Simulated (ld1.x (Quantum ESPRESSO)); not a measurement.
# arsenic (As): excitation energies, all-electron against TM

ld1.x (Quantum ESPRESSO) 7.5 input, shortened:

```
&input
   title='As', zed=33., rel=1, dft='PZ', iswitch=3,
   config='[Ar] 3d10 4s2 4p3'
 /
 &inputp
   pseudotype=2, tm=.true., lloc=0,
   nlcc=.false.
 /
3
4P  2  1   3.00   0.00  1.96  1.96  0.0
3D  3  2  10.00   0.00  0.86  0.86  0.0
4S  1  0   2.00   0.00  1.16  1.16  0.0
 &test
   configts(1)='3d10 4s2 4p3'
 /
```

Energies are relative to the spin-unpolarised reference configuration 3d10 4s2 4p3; without spin polarisation the order of configurations can differ from experiment. Spin-polarised rows fill each open shell by Hund’s rule, majority spin first. Not all tests gave a result: 4 of 9 tests not solved or not reliable. Left out of the table: 3d10 4s2 4p2 (solver errors, printed error -3.1 meV); 3d10 4s2 4p1 (solver errors, printed error -4.7 meV); 3d9 4s2 4p4 (solver errors, printed error -888 meV); 3d10 4s2 4p2 (spin-polarised) (solver errors, printed error +16 meV).

```tsv
valence configuration	charge	ΔE all-electron (eV)	error AE − PS (meV)
3d10 4s2 4p0	+3	55.528	+24
3d10 4s2 4p3.3	-0.3	-1.278	0.0
3d9 4s2 4p3	+1	51.093	-784
```

(1) What are ΔE and the potential's error for 3d10 4s2 4p3 (spin-polarised)?

(2) What are ΔE and the potential's error for 3d10 4s1 4p3?

Note: ghost state, extra bound levels that the all-electron valence spectrum of the same l lacks: p at -169.0 eV. A true bound ghost makes a file unfit for plane-wave use.

Results:

(1) ΔE = -1.324 eV all-electron; the error (AE − PS) is +26 meV.

(2) ΔE = 19.487 eV all-electron; the error (AE − PS) is -9.8 meV.
